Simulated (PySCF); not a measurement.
One of the candidates below gave these computed data.

All candidates are C6H10OSi.

* Polarisability: 96.0 au [CAM-B3LYP/def2-SVPD]
* UV, strongest line: among the 8 lowest singlet transitions: S8 at 7.54 eV (164 nm, f = 0.154) [TDDFT CAM-B3LYP/def2-SVPD]
* UV, first state: lowest singlet excitation: 4.45 eV (279 nm, f = 0.002) [TDDFT CAM-B3LYP/def2-SVPD]
* 1H NMR: chemical shifts (computed TMS as zero) by class: 4.15 (3 H), 3.62 (1 H), 3.08 (1 H), 2.23 (1 H), 1.88 (1 H), 1.51 (3 H) ppm [GIAO PBE0/pcSseg-1]
* Dipole: 2.50 D [CAM-B3LYP/def2-SVPD]
* 13C NMR: chemical shifts (computed TMS as zero) by class: 212.4 (1 C), 91.6 (1 C), 81.5 (1 C), 40.8 (1 C), 31.4 (1 C), 20.8 (1 C) ppm [GIAO PBE0/pcSseg-1]
* Rotational structure: rotational constants A, B, C: 1.963, 1.452, 1.014 GHz [GFN2-xTB]
* Triplet: lowest triplet excitation (Tamm–Dancoff): 3.95 eV [TDA CAM-B3LYP/def2-SVPD]

The electronic properties come from PySCF, for the isolated species, density fitting. Levels stand in brackets. One conformer (not necessarily the lowest) at the GFN2-xTB geometry, without solvent, vibrations or thermal averaging. NMR values are class means; diastereotopic atoms form classes of their own.

Question: Which candidate is it?
A. `C=C/C=C/C=C/O[SiH3]`
B. `C#C[C@H](C)C(=O)C[SiH3]`
C. `C=C/C=C\C=C/O[SiH3]`

Answer: B. It is `C#C[C@H](C)C(=O)C[SiH3]`. Numbering: `[CH:1]#[C:2][C@H:3]([CH3:4])[C:5](=[O:6])[CH2:7][SiH3:8]`. Its formula, C6H10OSi, gives 3 degrees of unsaturation: 0 rings and 3 π bonds in the structure found. 6 carbons fall into 6 classes; from least to most shielded: ketone carbonyl carbon [C5] (212.4 ppm), alkyne carbon [C2] (91.6 ppm), terminal alkyne carbon [C1] (81.5 ppm), sp3 carbon next to a carbonyl [C3] (40.8 ppm), sp3 carbon bound to silicon [C7] (31.4 ppm), methyl carbon [C4] (20.8 ppm). Hydrogen classes from least to most shielded: 3 H on an SiH3 silicon, Si8 (4.15 ppm), 1 H on an sp3 carbon bound to silicon, C7 (3.62 ppm), 1 H on an sp3 carbon next to a carbonyl, C3 (3.08 ppm), 1 H on an sp3 carbon bound to silicon, C7 (2.23 ppm), 1 H on a terminal alkyne carbon, C1 (1.88 ppm), 3 H on a methyl carbon, C4 (1.51 ppm, a mean of values up to 1.1 ppm apart in this geometry). The optimised geometry has point group C1 and is an asymmetric top.

The others, at the same levels:
- `C=C/C=C\C=C/O[SiH3]` fails: its computed 13C shifts are 147.2 (1 C), 140.0 (1 C), 134.1 (1 C), 130.0 (1 C), 123.5 (1 C), 115.0 (1 C) ppm, 1H shifts are 7.07 (1 H), 6.88 (1 H), 6.35 (1 H), 6.13 (1 H), 6.04 (1 H), 5.47 (1 H), 5.39 (1 H), 5.06 (3 H) ppm and lowest singlet excitation is 4.65 eV (267 nm, f = 1.084) (against 4.45 eV).
- `C=C/C=C/C=C/O[SiH3]` fails: its computed 13C shifts are 152.5 (1 C), 145.8 (1 C), 138.0 (1 C), 136.9 (1 C), 123.8 (1 C), 121.7 (1 C) ppm, 1H shifts are 6.71 (1 H), 6.58 (1 H), 6.35 (1 H), 6.23 (1 H), 6.18 (1 H), 5.41 (1 H), 5.29 (1 H), 4.99 (3 H) ppm and lowest singlet excitation is 4.71 eV (263 nm, f = 1.373) (against 4.45 eV).

Each candidate is one conformer, not necessarily the lowest. Dipoles, sizes and rotational constants follow the conformer. The torsions of the flexible species, by atom-mapped SMILES:
- `[CH:1]#[C:2][C@H:3]([CH3:4])[C:5](=[O:6])[CH2:7][SiH3:8]`: C2–C3–C5–O6 164°, C3–C5–C7–Si8 95°
- `[CH2:1]=[CH:2]/[CH:3]=[CH:4]\[CH:5]=[CH:6]/[O:7][SiH3:8]`: C1–C2–C3–C4 180°, C3–C4–C5–C6 180°, C5–C6–O7–Si8 180°
- `[CH2:1]=[CH:2]/[CH:3]=[CH:4]/[CH:5]=[CH:6]/[O:7][SiH3:8]`: C1–C2–C3–C4 180°, C3–C4–C5–C6 180°, C5–C6–O7–Si8 180°
